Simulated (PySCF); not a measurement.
# Molecular orbitals of BeSi

PBE at R = 2.125 Å; PySCF, no relativity, basis sets Be def2-TZVP, Si def2-TZVP. State: ³Σ⁻ (triplet), unpaired electrons π ↑↑. Only the outer orbitals are listed, counted within each symmetry.

```tsv
spin	orbital	occ.	ε (eV)	on Be (%)	main shells (%)
α	5σ	1	-11.52	19	79 Si s, 12 Be s
α	6σ	1	-6.34	45	44 Be s, 42 Si p, 12 Si s
α	2π	1	-4.82	25	74 Si p, 24 Be p
α	2π	1	-4.82	25	74 Si p, 24 Be p
α	7σ	0	-3.78	78	45 Be p, 33 Be s, 20 Si p
α	3π	0	-1.59	72	71 Be p, 24 Si p
α	3π	0	-1.59	72	71 Be p, 24 Si p
β	5σ	1	-10.19	26	73 Si s, 17 Be s, 8 Be p
β	6σ	1	-5.76	57	53 Be s, 31 Si p, 12 Si s
β	7σ	0	-3.86	66	50 Be p, 30 Si p, 16 Be s
β	2π	0	-3.39	40	59 Si p, 40 Be p
β	2π	0	-3.39	40	59 Si p, 40 Be p
```

Task: Which are the highest filled and the lowest empty level, where do they sit, and how wide is the gap?

Result: Highest filled α 2π at -4.82 eV (in %: 74 Si p, 24 Be p); lowest empty β 7σ at -3.86 eV (in %: 50 Be p, 30 Si p, 16 Be s); the gap at PBE is 0.96 eV.

* bond order (Mayer): 1.93
* ⟨S²⟩: 2.047
* charge on Be (Mulliken, basis-dependent): 0.02
* charge on Be (Löwdin, basis-dependent): -0.11
* dipole moment (positive dipole means Be(−)Si(+)): -1.77 D
* polarisability along the bond: 117.8 bohr³
* polarisability across the bond: 59.9 bohr³

The state was picked by a PBE0 search and need not be the measured ground state.
